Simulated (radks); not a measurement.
The numbers below are computed, except where a source is named.
Task: Orbital eigenvalues (eV) of the dysprosium ion Dy+, [Xe] 4f10 6s1, of relativity; Dirac values are averaged over j with weights 2j + 1. Spin-unpolarised spherical Kohn-Sham, PBE, point nucleus unless stated (finite: rms radius 5.2218 fm), a radial shooting solver on a logarithmic mesh with Libxc functionals. A level marked "c x" has the speed of light scaled by that factor and shares open shells by 2j + 1; other Dirac levels either fill j = l - 1/2 first or share by 2j + 1.

shell       non-rel.
3s           -1784.5
3p           -1614.7
3d           -1298.4
4s           -348.70
4p           -281.44
4d           -161.04
5s           -48.205
5p           -30.624
4f           -13.169
6s           -8.2506
5d (empty)   -7.4488
6p (empty)   -5.4504

Give the values at the level "Dirac, c x 10".

Result: 
shell       Dirac, c x 10  change of magnitude (%)
3s                -1786.3                    +0.10
3p                -1615.4                    +0.04
3d                -1298.3                    -0.01
4s                -349.14                    +0.12
4p                -281.59                    +0.06
4d                -161.02                    -0.01
5s                -48.263                    +0.12
5p                -30.634                    +0.03
4f                -13.130                    -0.29
6s                -8.2553                    +0.06
5d (empty)        -7.4424                    -0.09
6p (empty)        -5.4501                    0.00
